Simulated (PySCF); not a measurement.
## Unknowns

PySCF calculation with GFN2-xTB structure and GIAO PBE0/pcSseg-1 shieldings; single conformer, no relativistic terms, no solvent, one averaged value for each set of equivalent atoms.

Referencing at the same level of theory: TMS for ¹H (31.72 ppm) and ¹³C (186.93 ppm). Splittings of carbon signals by F and P are missing where no couplings were computed. Where no couplings were computed, multiplicities follow the n + 1 count of equivalent neighbours, and m marks all less simple cases (inequivalent or close neighbours, rings, F or P nearby). Shifts are as computed. Against solution values, carbons near 30 ppm lie about +3 ppm off and those near 130 ppm about +5 ppm. Of 1211 compounds with measured shifts, 218 miss one by over three times the rms of a fit or turn the order of signals round; such compounds aren't used in these exercises.

**Question.** C₆H₁₆P₂. ¹H NMR (300 MHz, computed): δ 1.20 (m, 4H), 1.00 (m, 12H). ¹³C{¹H} NMR (computed): δ 35.9 (CH2), 18.2 (CH3). Identify the compound.

**Answer.** 1,2-bis(dimethylphosphino)ethane. 2 carbon signals for 6 carbons: some carbons are equivalent by symmetry or fast rotation. Carbon types of the structure: 2 × CH2, 4 × CH3, which accounts for all hydrogens. δC 35.9: sp3 CH2 bonded to P. δC 18.2: methyl carbon bonded to P. δH 1.20: hydrogen on an sp3 CH2 bonded to P. δH 1.00: hydrogen on a methyl carbon bonded to P.

The shifts were computed for this structure.

**Question.** C₁₁H₁₀. ¹H NMR (400 MHz, computed): δ 7.73 (m, 1H), 7.71 (s, 1H), 7.60 (m, 1H), 7.47 (m, 1H), 6.06 (m, 1H), 5.46 (m, 1H), 5.16 (m, 1H), 3.39 (d, 2H), 2.79 (s, 1H). ¹³C{¹H} NMR (computed): δ 149.4 (CH), 146.6 (C), 139.1 (CH), 137.3 (CH), 135.7 (CH), 134.2 (CH), 127.1 (C), 119.2 (CH2), 89.4 (C), 86.9 (CH), 47.6 (CH2). Identify the compound.

**Answer.** SMILES C#Cc1cccc(CC=C)c1. The formula gives 7 degrees of unsaturation (1 ring in the answer). 11 carbon signals for 11 carbons: no two carbons are equivalent. Carbon types of the structure: 3 × C, 6 × CH, 2 × CH2, which accounts for all hydrogens. δC 149.4: alkene CH; as expected for a trigonal carbon in a double bond. δC 139.1, 137.3, 135.7, 134.2: aromatic CH; the aromatic region. δC 119.2: terminal =CH2 carbon; as expected for a trigonal carbon in a double bond. δC 89.4: alkyne carbon; sp carbons lie upfield of alkene carbons because the cylindrical π system leaves one tensor component strongly shielded.

The shifts were computed for this structure.
